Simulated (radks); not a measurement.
All-electron atom: Tb II in [Xe] 4f10 (not the ground configuration).

All-electron calculation, Dirac Kohn-Sham, PBE, spin-unpolarised, spherical densities, finite nucleus; open shells fill j = l - 1/2 first; Fermi nuclear charge, rms radius 5.06 fm. Program: a radial shooting solver on a logarithmic mesh with Libxc functionals.

Energy parts (eV):
total: -318854.72
kinetic: 348657.12
electron-nucleus: -784882.06
Hartree: 124374.97
exchange-correlation: -7004.75

Orbitals (lengths in bohr, moments of r in powers of bohr; r(max) is where P^2 peaks):
orbital,occ.,eigenvalue (eV),<r^4>,<r>,<r^2>,r(max)
1s1/2,2,-51795.70,1.064e-06,0.02151,0.0006317,0.01364
2s1/2,2,-8581.562,0.0001675,0.09096,0.009829,0.07767
2p1/2,2,-8155.699,0.0001033,0.07589,0.007124,0.05859
2p3/2,4,-7409.084,0.0001370,0.08284,0.008354,0.06451
3s1/2,2,-1902.606,0.006466,0.2389,0.06537,0.2200
3p1/2,2,-1717.292,0.005858,0.2286,0.06079,0.2073
3p3/2,4,-1563.146,0.007232,0.2418,0.06780,0.2197
3d3/2,4,-1243.740,0.005194,0.2141,0.05393,0.1743
3d5/2,6,-1210.105,0.005544,0.2182,0.05588,0.1778
4s1/2,2,-376.4199,0.1602,0.5418,0.3316,0.5052
4p1/2,2,-303.8191,0.1822,0.5532,0.3486,0.5091
4p3/2,4,-269.5878,0.2254,0.5835,0.3876,0.5357
4d3/2,4,-150.0586,0.3253,0.6190,0.4453,0.5425
4d5/2,6,-143.8900,0.3490,0.6299,0.4610,0.5512
4f5/2,6,-3.9585,16.12,1.004,1.582,0.5567
4f7/2,4,-3.2383,28.47,1.065,1.896,0.5623
5s1/2,2,-49.1451,6.293,1.345,2.041,1.191
5p1/2,2,-30.1116,11.55,1.533,2.685,1.309
5p3/2,4,-25.9874,15.49,1.645,3.097,1.395
5d3/2,0,-4.9949,360.5,3.258,13.11,2.226
5d5/2,0,-4.8234,408.4,3.370,14.01,2.311
6s1/2,0,-7.4021,505.0,4.005,18.13,3.450
6p1/2,0,-4.7103,1376,5.129,29.79,4.392
6p3/2,0,-4.4202,1687,5.415,33.14,4.670

The highest occupied level is 4f7/2 at -3.238 eV. The configuration is held as typed, so some empty levels lie below it. The electron density at the nucleus is 6.866e+05 e/bohr^3. The density falls to 0.001 e/bohr^3 at r = 3.81 bohr.
